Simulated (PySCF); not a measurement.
GaH3, SMILES [GaH3]. Heavy atoms are numbered as in [GaH3:1]. Hydrogens are named by the atom that carries them.

The structure is a stationary point at PBE0-D3(BJ)/def2-TZVPD. The isomer is the one that the SMILES or the coordinates give; other isomers of the formula were not compared.

Computed with PySCF with PBE/pcSseg-2.

GIAO shieldings, no solvent; atoms alike by connectivity are averaged. δ = σ(ref) − σ: ¹H against TMS (σ = 31.47 ppm), references at their B3LYP-D3(BJ)/def2-TZVP geometries, non-relativistic.

| nucleus | atoms | count | δ (ppm) |
|---|---|---|---|
| ¹H | H on Ga1 | 3 | 6.98 |
